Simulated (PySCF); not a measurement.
C6H15O2PSi.
Cartesian coordinates in Å at the PBE0-D3(BJ)/def2-SVP level; atoms count from 1:
```xyz
25
C6H15O2PSi angstrom
C      2.4987   -0.8998   -1.2391
O      1.7791    0.2388   -0.8602
C      1.3929    0.2722    0.4870
C      0.2615   -0.6974    0.8438
C     -0.9775   -0.5188   -0.0445
Si    -2.2482   -1.8824    0.2868
C     -1.6125    0.8745    0.0820
C     -0.6606    2.0152   -0.2929
P      0.7775    1.9764    0.8184
O      0.4933    2.2349    2.2657
H      1.8891   -1.8210   -1.1923
H      3.3927   -1.0440   -0.6024
H      2.8263   -0.7541   -2.2775
H      2.2586    0.0987    1.1580
H      0.6336   -1.7344    0.7875
H      0.0062   -0.5173    1.9026
H     -0.6587   -0.6561   -1.0956
H     -2.7650   -1.7888    1.6878
H     -3.4008   -1.7567   -0.6586
H     -1.6145   -3.2257    0.1012
H     -2.5105    0.9369   -0.5544
H     -1.9540    1.0314    1.1203
H     -0.2902    1.9054   -1.3256
H     -1.1508    2.9968   -0.1976
H      1.7527    2.8059    0.1884
```

Probes without a nucleus sit at each ring's centroid and 1 Å off its mean plane on both sides; NICS is minus the shielding there, NICSzz its component along the normal. Level: GIAO B3LYP/pcSseg-1 (PySCF, non-relativistic, gas phase) on the PBE0-D3(BJ)/def2-SVP geometry, one conformer.

Ring bond lengths (Å): C3–C4 1.532, C4–C5 1.535, C5–C7 1.536, C7–C8 1.532, C8–P9 1.818, P9–C3 1.842.

Task: What do the NICS probes read (ppm)?

Result: 
```csv
ring,type,NICS(0),"NICS(1), two faces","NICS(1)zz, two faces",rms pucker (Å),"centre to ring atoms, mean (Å)"
C3–C4–C5–C7–C8–P9,6-membered ring with P; formal bonds all single,-1.0,-1.3 / -1.9,4.6 / 4.3,0.28,1.56
```

Task: What do they say, and how far can they be read as aromaticity?

Result: 
- C3–C4–C5–C7–C8–P9: mean NICS(1)zz 4.4 ppm, deshielded. C3, C4, C5, C7, C8, P9 have four or more neighbours; no verdict on aromaticity is drawn. A hydrogen on C4, outside the ring, lies only 1.48 Å from a NICS(1) probe, which then mostly feels that atom.

Task: List the ring angles.

Result: 
- C3–C4–C5–C7–C8–P9: C3 107.3°, C4 112.8°, C5 113.0°, C7 113.5°, C8 109.0°, P9 100.0°; sum 655.6° against 720° for a flat convex ring.

Task: How do the values depend on the level or the medium?

Result: 
```tsv
level	NICS(0), C3–C4–C5–C7–C8–P9	mean NICS(1)zz, C3–C4–C5–C7–C8–P9
B3LYP/pcSseg-1, gas	-1.0	4.4
PBE0/pcSseg-1, gas	-1.2	4.4
PBE0/pcSseg-1, IEF-PCM chloroform	-1.1	4.4
PBE0/pcSseg-1, IEF-PCM water	-1.1	4.4
```

The geometry is the same throughout; the continuum's cavity takes Bondi-type radii × 1.2.
